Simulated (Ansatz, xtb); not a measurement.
Breaking the Cd1–H2 bond in CdH2O (SMILES [OH][CdH]) (multiplicity 1 held, fragments rigid). Energies count from the point at 1.644 Å.
Geometry at that point (charge 0, multiplicity 1):
| atom | x (Å) | y (Å) | z (Å) |
|---|---|---|---|
| Cd | -0.2673 | -0.0991 | -0.0305 |
| H | -1.7878 | -0.6990 | -0.2066 |
| O | 1.6116 | 0.5006 | 0.1771 |
| H | 1.7266 | 1.4525 | 0.2546 |

R- and RO- levels are restricted; in cc, def2 and unpolarised 6-31G sets they are followed outwards from rest. Unrestricted levels (U-) break spin symmetry where that is lower. Active spaces are followed from a long bond inwards. Curves can end on different states.

Frozen-core correlation.

Programs: Ansatz (an electronic-structure program); xtb for the GFN methods. Each number belongs to the level named beside it. In def2 rows elements past Kr take small-core potentials, without spin–orbit coupling. The GFN methods have no spin term and hold the electronic entropy of 300 K.

```tsv
level	energy at R = 5.261 Å (eV)
GFN2-xTB	3.684
R-HF/def2-SVP	6.122
U-HF/def2-SVP	2.276
U-MP2/def2-SVP	2.982
U-SCS-MP2/def2-SVP	3.064
U-CCSD/def2-SVP	3.071
CASSCF(2,2)/def2-SVP	___
SC-NEVPT2 on CASSCF(2,2)/def2-SVP	2.970
FIC-MRCISD+Q on CASSCF(2,2)/def2-SVP	3.118
```

Question: Complete the blanks.

Answer: 
- CASSCF(2,2)/def2-SVP, energy at R = 5.261 Å (eV): 2.735

Doubts at one or more of the structures used: a restricted determinant that unrestricted orbitals would lower (R-HF/def2-SVP); a spin-contaminated determinant (U-HF/def2-SVP, U-MP2/def2-SVP, U-SCS-MP2/def2-SVP, U-CCSD/def2-SVP).
